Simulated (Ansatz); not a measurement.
`[NH]=[Mo](=[NH])([F])[Cl]`. Charge 0, multiplicity 1. Mo takes the def2 core potential.

Z-matrix (Å, degrees):
```
Mo
N 1 1.713
F 1 1.855 2 108.7
N 1 1.713 2 108.6 3 118.1
Cl 1 2.270 2 107.5 3 -125.9
H 2 1.012 1 152.6 3 -123.4
H 4 1.012 1 152.6 2 5.3
```

Question: List the harmonic frequencies (cm⁻¹, unscaled) at PBE0-D4/def2-TZVP in Ansatz. (An estimate is asked.)

Answer: Computed: 146, 197, 234, 257, 309, 379, 422, 583, 606, 703, 745, 1014, 1053, 3606, 3610.

Question: Is this a minimum?

Answer: Yes, all 15 modes are real.

Question: Give the ideal-gas thermochemistry at 298.15 K and 1 bar (rigid rotor, harmonic oscillator; point group Cs, symmetry number 1).

Answer: Zero-point energy 82.9 kJ/mol; H(298) − E = 102.9 kJ/mol; entropy 344.8 J/(mol·K), of which translation 173.6, rotation 115.3, vibration 55.9; G(298) − E = 0.1 kJ/mol.
